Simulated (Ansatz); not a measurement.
Reactions of `C[SiH2][Se]C#N`.

Program: Ansatz. Geometries: PBE0-D4/def2-TZVP. ΔE: electronic, gas phase. CBS: MP2 limit from def2 TZ/QZ plus the TZ coupled-cluster correction, frozen cores. This one scheme is used for every species, atoms too. DFT in def2-TZVPP. Open shells (•) are unrestricted, without spin–orbit coupling. Spin–orbit coupling would lower the free atoms: a little for C, Si; clearly for Se. Bonds to Se are less sure, by a few kJ/mol each and by 10 to 20 or more in all where they break to atoms, as the def2 sets lack core-valence functions. Scalar relativity is left out up to krypton. One conformer a species, not always the lowest.

```tsv
reaction	PBE-D4 (kJ/mol)	r2SCAN-D4 (kJ/mol)	CCSD/CBS(def2) (kJ/mol)	CCSD(T)/CBS(def2) (kJ/mol)
`C[SiH2][Se]C#N` → 2 C• + 5 H• + N• + Se• + Si•	3804	3711	3639	3712
`C[SiH2][Se]C#N` + `C[SeH]` → `C[SiH2][Se][Se]C` + `C#N`	-45	-42	-50	-51
`C[SiH2][Se]C#N` + `C=C[SiH](C)S` → `C=C[Se][SiH2]C` + `C[SiH](S)C#N`	-19	-22	-25	-25
`C[SiH2][Se]C#N` + `C[SiH2]C=N` → `C[SiH2][SiH2]C=N` + `C[Se]C#N`	94	105	108	107
`C[SiH2][Se]C#N` → `C[Se]C#N` + `[SiH2]`	348	367	341	346
`C[SiH2][Se]C#N` + `C[Se]C` → `C[SiH2][Se]C` + `C[Se]C#N`	4	4	4	4
`C[SiH2][Se]C#N` → `C1=N[SiH2]C[Se]1`	-14	-11	7	3
`C[SiH2][Se]C#N` → `N=C=C([SiH3])[SeH]`	149	156	183	180
`C[SiH2][Se]C#N` + BH₃ → `B[Se][SiH2]C` + `C#N`	-120	-121	-125	-125
`C[SiH2][Se]C#N` + CH₄ → `C[Se]C#N` + `C[SiH3]`	117	119	116	117
```

Largest T1 diagnostic: 0.014, for `C#N`.
